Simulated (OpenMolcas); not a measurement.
## Zr2+: effect of correlating more closed shells

- Program: OpenMolcas
- Basis: ANO-RCC-VTZP [7s6p4d2f1g]
- Scalar Hamiltonian: DKH2, point nucleus
- Active space: 2 electrons in 6 orbitals (4d 5s)
- State averaging: 2S+1 = 3 even, 15 roots; 2S+1 = 1 even, 21 roots kept (CI in the orbitals of an earlier block)
- Spin-orbit coupling: RASSI with atomic mean-field integrals over the reference wave functions, term energies averaged over their components

Methods on the same reference wave functions:
A. CASSCF
B. MS-CASPT2, IPEA 0.25 Eh, imaginary shift 0.1 Eh (closed shells correlated: none)
C. MS-CASPT2, IPEA 0.25 Eh, imaginary shift 0.1 Eh (closed shells correlated: 4s 4p)

Energies in cm⁻¹ above 4d² ³F₂, the measured ground level; measured values from Moore, Atomic Energy Levels, vol. II, NSRDS-NBS 35 (1971 reprint of NBS Circular 467, 1952); NIST levels as listed in Rynkun, Gaigalas and Jonsson, Astron. Astrophys. 637, A10 (2020).

```csv
Level,A,B,C,Measured
4d² ³F₂,0.0,0.0,0.0,0.0
4d² ³F₃,685,699,703,681
4d² ³F₄,1512,1524,1526,1486
4d² ¹D₂,7238,5890,5530,5742
4d² ³P₀,10341,8910,8630,8062
4d² ³P₁,10599,9190,8910,8326
4d² ³P₂,11105,9700,9420,8838
4d² ¹G₄,14087,12490,11590,11049
4d 5s ³D₁,18979,18700,18510,18399
4d 5s ³D₂,19376,19080,18890,18803
4d 5s ³D₃,20030,19750,19560,
4d 5s ¹D₂,28838,24880,24880,25066
4d² ¹S₀,31143,23310,23870,23979
5s² ¹S₀,56667,51400,49860,48507
```

Deviations, from unrounded energies. A percentage is the sum of absolute deviations over the sum of measured energies, with the sign that they share, or ± where signs differ.

```csv
Against measurement,Levels,A,B,C
mean absolute deviation (cm-1),12,2600,710,370
fine structure of the ground term (%),2,+1.3,+2.5,+2.9
other terms of the ground configuration (%),6,+28.1,±7.3,±3.9
other configurations (%),4,+11.8,±3.3,±1.6
```

C lies closest to measurement on these levels and A furthest from it. The largest miss of C in the table is 5s² ¹S₀, by +1400 cm-1. The ranking rests on the paired levels alone, and a cruder setting can come out closer through cancelling errors.

Between B and C the level of the table that moves most is 5s² ¹S₀, by 1500 cm-1 (lowest in C, highest in B). Moves below CASPT2's spread within the term are not significant.

The mean deviations of B to C differ by less than CASPT2's widest spread within a term (820 cm-1), so their order carries little weight.

From A to B the spin-free energies of the other terms of 4d² shown, above ³F, scale by factors of 0.74 to 0.88, as is usual when dynamic correlation screens the repulsion within a d or f shell.

The lowest spin-free term lies below A's lowest term by 0.005 hartree in B, 0.257 hartree in C.

What an inner shell adds also hangs on whether the basis holds functions to correlate it.

CASPT2 does not keep the components of a term degenerate, so their means are used; among the terms shown or strongly mixed into the levels shown the widest spread is 820 cm-1 (4d² ¹G, C). Terms from blocks run as CI alone lack orbitals of their own. A single d shell beside an s shell can misplace configurations of different d count against each other. Without dynamic correlation excited terms often stand tens of per cent too high (terms of higher spin than the ground term too low), and those without a measured partner can miss by more than the paired ones (holds for A). Computed and measured levels are paired by configuration, term and J; levels that our copy of the source lacks, or whose pairing is in doubt (as where it misses far off the trend of its configuration), stay unpaired and out of the deviations. Only configurations of the active space appear.
